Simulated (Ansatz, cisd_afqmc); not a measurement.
Species: Ga, charge 0, doublet.

Total energies in def2-QZVPPD, 3 correlated electrons, 14 frozen orbitals. UHF or UKS for unpaired electrons; spin-orbit terms are left out. Correlated methods leave the cores frozen (noble-gas shells, and filled d and f shells in the p block). No relativity. The Monte Carlo rows (phaseless AFQMC, CISD trial, step 0.005/hartree) carry one-sigma bars that omit the constraint's bias. Outlying blocks are dropped, and bars are widened where a walk drifts. Over all cases where full CI ran beside it in this data, AFQMC minus full CI had a median of +0.1 mEh and passed +0.4 mEh in a tenth of the cases.

```csv
method,program,energy (Eh),minus CCSDT (mEh)
HF,Ansatz,-1923.26364,49.49
MP2,Ansatz,-1923.29965,13.48
CCSD,Ansatz,-1923.31184,1.29
CCSD(T),Ansatz,-1923.31283,0.30
CCSDT,Ansatz,-1923.31313,0.00
AFQMC/CISD,cisd_afqmc,-1923.3131 ± 0.0001,0.1 ± 0.1
```

Ansatz is an electronic-structure program.
